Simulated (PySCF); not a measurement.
# How methods differ on the ionisation energy of Si(2+)

Si(2+) [Ne] 3s2 (1S) → Si(3+) [Ne] 3s1 (2S), as a difference of total energies. Computed with PySCF 2.14 in aug-cc-pV(D+d)Z, with the non-relativistic Hamiltonian (point nucleus). Correlated levels: valence: [Ne] frozen. The calculations carry no spin-orbit coupling.

Task: Order these methods by the ionisation energy they give, lowest first.
A. MP2 (valence)
B. SCS-MP2 (valence)
C. BLYP
D. UHF

Result: D (31.992 eV), A (32.785 eV), B (32.944 eV), C (33.502 eV).

Errors of the correlated levels include the incompleteness of this basis and the frozen core.

MP2 underrates the near-degeneracy of ns² with np² in the lower species.

For comparison: 33.493 eV (measured; NIST Atomic Spectra Database, ionization energies).
